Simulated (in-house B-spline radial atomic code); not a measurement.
How numerical settings move a run on Al³⁺, [He] 2s2 2p6. Computed with a B-spline radial code for spherical atoms: Dirac-Kohn-Sham LDA VWN5, spherical fractional occupations, Fermi nucleus of rms radius 3.061 fm.

Command:
```bash
python run_scf.py task.json out
```
Settings of the sound reference run:
```
Z                13
electrons        10
configuration    [He] 2s2 2p6
hamiltonian      dirac
method           lda,vwn
spin_polarised   False
nucleus          fermi
rms_radius       3.061
mass_number      27
atomic_mass      26.98154
speed_of_light   137.036
knot_spacing     0.22
spline_order     8
gauss_points     12
box_radius       16.22
max_iterations   70
damping          0.5
damped_steps     3
diis_vectors     10
tolerance        1e-08
start            Thomas-Fermi
```

Cost of the run: 0.92 s on 1 thread of Intel(R) Xeon(R) Platinum 8259CL CPU @ 2.50GHz, on a shared host.

It converges in 8 iterations to -239.799261 hartree, with 2p3/2 at -104.075 eV. The other runs change the listed settings, some to values that make no sense; their results aren't properties of the atom or ion. Radii are in bohr (the nuclear one in fm), a minus after a letter asks for a j subshell, and «unchanged» means within 1e-8 hartree. The run stops when the residual is below 10 × tolerance × max(1, Z/10), or a noise floor if that is larger, and the energy moves by less than 1e-8 × √|E| hartree; so very loose and very tight tolerances often act alike.

| changed settings | outcome |
| --- | --- |
| method = hf, spin_polarised = True | stopped with error: spin polarisation is not served with the Dirac Hamiltonian |
| damping = 0.95 | converged in 9 iterations, energy unchanged, 2p3/2 level +1.0e-06 eV |
| first_knot = 0.000769 | converged in 8 iterations, energy -4.70e-06 hartree from the reference, 2p3/2 level +1.5e-06 eV |
| first_knot = 0.231 | converged in 8 iterations, energy +4.55e-01 hartree from the reference, 2p3/2 level +1.1e+00 eV |
| damped_steps = 0 | converged in 7 iterations, energy unchanged, 2p3/2 level +6.0e-06 eV |
| damping = 0.2 | converged in 8 iterations, energy unchanged, 2p3/2 level +4.2e-06 eV |
| electrons = 11, configuration = [He] 2s2 2p6 1f1, max_iterations = 100 | stopped with error: there is no 1f shell |
| first_knot = 7.69e-05 | converged in 8 iterations, energy unchanged |
| knot_spacing = 0.3, spline_order = 4, max_iterations = 60, diis_vectors = 4, start = bare nucleus | converged in 8 iterations, energy +3.47e-04 hartree from the reference, 2p3/2 level -5.3e-04 eV |
| knot_spacing = 0.1, gauss_points = 5, box_radius = 64.88, max_iterations = 100, damped_steps = 8 | converged in 12 iterations, energy unchanged, 2p3/2 level -2.5e-05 eV |
| damping = 0 | converged in 9 iterations, energy unchanged, 2p3/2 level +5.2e-06 eV |
| first_knot = 0.00769 | converged in 8 iterations, energy +1.10e-04 hartree from the reference, 2p3/2 level +1.7e-04 eV |
| first_knot = 0.0769 | converged in 8 iterations, energy +3.22e-02 hartree from the reference, 2p3/2 level +4.9e-02 eV |
| gauss_points = 3, max_iterations = 60, damped_steps = 8, tolerance = 0.01, start = bare nucleus | converged in 11 iterations, energy +8.09e-06 hartree from the reference, 2p3/2 level -5.8e-05 eV |

Task: What happens with damped_steps = 30?

Result: Converged in 18 iterations, energy unchanged, 2p3/2 level +8.2e-06 eV.

Task: What happens with damped_steps = 1?

Result: Converged in 7 iterations, energy unchanged, 2p3/2 level -1.5e-06 eV.

Task: What happens with first_knot = 0.0231?

Result: Converged in 8 iterations, energy +2.16e-03 hartree from the reference, 2p3/2 level +1.8e-03 eV.

Task: What happens with electrons = 11, configuration = [He] 2s2 2p6 3s-1, max_iterations = 75?

Result: Stopped with error: j subshells need the Dirac Hamiltonian and l > 0.
